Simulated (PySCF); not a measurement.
## C6H11NO2Si: full NMR table

```
Formula                               : C6H11NO2Si
SMILES                                : CO[Si@H](O)n1cccc1C
Point group of the computed structure : C1
Degrees of unsaturation               : 3
Carbon signals                        : 6
Proton signals                        : 7
```

Atom-mapped SMILES (the numbers label the heavy atoms): `[CH3:1][O:2][Si@H:3]([OH:4])[n:5]1[cH:6][cH:7][cH:8][c:9]1[CH3:10]`; H(Xn) means a hydrogen on atom n.

- GFN2-xTB geometry
- shielding tensors at PBE0/pcSseg-1 (GIAO)
- run in PySCF 2.14.0 with density-fitted response routines
- rapidly exchanging positions averaged, isolated molecule, one conformer, non-relativistic Hamiltonian

Scale: $^{1}$H and $^{13}$C and $^{29}$Si against TMS; NH3 for $^{15}$N; $^{17}$O against H2O (reference shieldings calculated alike).

| carbon | δC, type | δH (multiplicity) | HMBC from (2–3 bonds) | span of the C tensor (ppm) |
| --- | --- | --- | --- | --- |
| C1 | 51.7, CH3 | 4.08 (s) | H(Si3) | 77 |
| C6 | 122.3, CH | 6.42 (m) | H(C7), H(C8), H(Si3) | 154 |
| C7 | 116.2, CH | 6.33 (m) | H(C6), H(C8) | 175 |
| C8 | 116.3, CH | 6.24 (m) | H(C6), H(C7), H(C10) | 156 |
| C9 | 135.8, C | – | H(C6), H(C7), H(C8), H(Si3), H(C10) | 160 |
| C10 | 15.7, CH3 | 2.39 (s) | H(C8) | 25 |

Other nuclei:
| atoms | nucleus | environment | δ (ppm) | σ (ppm) |
| --- | --- | --- | --- | --- |
| H(Si3) | $^{1}$H | hydrogen on a silicon bonded to N, 2 O | 5.27 | 26.44 |
| H(O4) | $^{1}$H | hydrogen on an oxygen bonded to Si | 2.10 | 29.62 |
| Si3 | $^{29}$Si | silicon bonded to N, 2 O, H | -54.2 | 403.4 |
| N5 | $^{15}$N | pyrrole-type ring nitrogen | 188.4 | 79.4 |
| O4 | $^{17}$O | oxygen bonded to Si, H | 41.1 | 295.0 |
| O2 | $^{17}$O | oxygen bonded to C, Si | 35.7 | 300.3 |

- Carbon types of the structure: 1 × C, 3 × CH, 2 × CH3, leaving 2 H on heteroatoms.
- δC 135.8: substituted aromatic carbon next to a ring nitrogen.
- δC 122.3: aromatic CH next to a ring nitrogen.
- δC 116.3, 116.2: aromatic CH.
- δH 4.08: hydrogen on a methyl carbon bonded to O; its carbon carries O, an electronegative neighbour.
- δH 2.10: hydrogen on an oxygen bonded to Si; exchangeable; this is the value without hydrogen bonding to other molecules.

OH/NH shifts are gas-phase values; hydrogen bonding in solution moves them, usually downfield. Shifts are as computed. Against solution values, carbons near 30 ppm lie about +3 ppm off and those near 130 ppm about +5 ppm. Of 1211 compounds with measured shifts, 218 miss one by over three times the rms of a fit or turn the order of signals round; such compounds aren't used in these exercises. Experimental scales use liquid or dissolved standards, which lie at an offset from isolated NH3 (liquid NH3: subtract about 20 ppm) and H2O (liquid H2O: subtract about 36 ppm). Unscaled 15N shifts of sp2 nitrogen come out 20 to 40 ppm too high even then. No couplings were computed; multiplicities are counted from neighbouring protons, with m where these are inequivalent, close in shift, in a saturated or five-membered ring or joined by F or P, and br s for small geminal =CH2 splittings.
